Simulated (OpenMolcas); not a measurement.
Zr3+ (d1) among equal point charges was computed by CASSCF with the d shell active (OpenMolcas, ANO-RCC-VDZP on the metal). Its lowest spin-free states, and all those of the highest spin:

```tsv
2S+1	Degeneracy	E (cm-1)
2	3	0.0
2	2	8456
```

Task: Is the site octahedral, tetrahedral or cube-like, axial, or of lower symmetry?

Result: The states with 2S+1 = 2 have orbital degeneracies 3, 2. Threefold states need a cubic site. For d1 at this spin an octahedron puts the threefold T2 below the twofold E and a tetrahedron or cube puts the twofold E below the threefold T2, so the site is octahedral. The first gap at this spin, 8460 cm-1, is |10Dq| in ligand-field theory. The run had Zr3+ among 6 point charges of -1 e arranged as an octahedron (Oh), 2.19 Å from the ion.

An orbital triplet at a regular site is open to Jahn-Teller coupling, which can distort the site and quench the lowest spin-orbit gaps and is left out. This field is weak: 10Dq is about 8456 cm-1, while octahedral complexes of 4d ions of charge 3 and more, computed by the same method with explicit ligands, had a median near 25000 cm-1. Ground spin and moment need not be those of a real site. This is an electrostatic model: the charges have no orbitals. No measured value stands beside these numbers.
